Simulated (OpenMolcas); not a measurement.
W4+: effect of the active space

| Item | Value |
| --- | --- |
| Program | OpenMolcas 26.06 |
| Method | SS-CASPT2 or its RAS form, IPEA 0.25 Eh, imaginary shift 0.1 Eh |
| Basis | ANO-RCC-VQZP |
| Scalar Hamiltonian | DKH2, point nucleus |
| Spin-orbit coupling | RASSI with atomic mean-field integrals over the reference wave functions, term energies averaged over their components |

A. 2 electrons in 5 orbitals (5d); 2S+1 = 3 even, 10 roots; 2S+1 = 1 even, 15 roots; closed shells correlated: 5s 5p; CASPT2 step about 23 core-seconds
B. 8 electrons in 8 orbitals (RAS1 5p, at most 2 holes; RAS2 5d); 2S+1 = 3 even, 10 roots; 2S+1 = 1 even, 15 roots; closed shells correlated: 5s; CASPT2 step about 40 core-seconds
C. 2 electrons in 10 orbitals (5d 6d); 2S+1 = 3 even, 10 roots; 2S+1 = 1 even, 15 roots; closed shells correlated: 5s 5p; CASPT2 step roughly 2.3 core-minutes

Energies in cm⁻¹ above 5d² ³F₂, the measured ground level; measured values from the list in J. Phys. B 45, 065001 (2012).

```
         Level      A      B      C  Measured
       5d² ³F₂    0.0    0.0    0.0       0.0
       5d² ³F₃   6390   6810   6440          
       5d² ³F₄  11720  12350  11800     11519
       5d² ³P₀  13470  13480  13590     12839
5d² ¹D₂ [58 %]  13840  14160  13820     13742
       5d² ³P₁  17120  17380  17140     16331
       5d² ¹G₄  22940  23380  23090     22346
5d² ³P₂ [68 %]  23210  23860  23180     22615
       5d² ¹S₀  43840  44180  43900     43110
```

Deviations, from unrounded energies. A percentage is the sum of absolute deviations over the sum of measured energies, with the sign that they share, or ± where signs differ.

```json
{"Against measurement": "mean absolute deviation (cm-1)", "Levels": "7", "A": "520", "B": "900", "C": "570"}
{"Against measurement": "fine structure of the ground term (%)", "Levels": "1", "A": "+1.7", "B": "+7.2", "C": "+2.5"}
{"Against measurement": "other terms of the ground configuration (%)", "Levels": "6", "A": "+2.6", "B": "+4.2", "C": "+2.9"}
```

A lies closest to measurement on these levels and B furthest from it. The largest miss of A in the table is 5d² ³P₁, by +790 cm-1. The ranking rests on the paired levels alone, and a cruder setting can come out closer through cancelling errors.

The two smallest mean deviations differ by little beside CASPT2's spread within terms, so their order carries little weight.

Among A to C the level of the table that moves most is 5d² ³P₂ [68 %], by 680 cm-1 (lowest in C, highest in B). Moves below CASPT2's spread within the term are not significant.

CASPT2 breaks the degeneracy within a term, and the mean is taken; among the terms shown or strongly mixed into the levels shown the widest spread is 620 cm-1 (5d² ¹G, C). Active for correlation alone: 5p; no level in the range computed is led by a configuration that opens it, so any true level of that kind is missing (holds for B). Active for correlation alone: 6d; no level in the range computed is led by a configuration that fills it, so any true level of that kind is missing (holds for C). Measured partners are found by configuration, term and J. A level has none where our copy of the source lacks it or the pairing is in doubt (some pairs that miss far off the trend of their configuration count as doubtful), and it then counts in no deviation. Only configurations of the active space appear.

A share in square brackets marks a mixed level and gives the weight of the term that names it, the lowest over the columns.
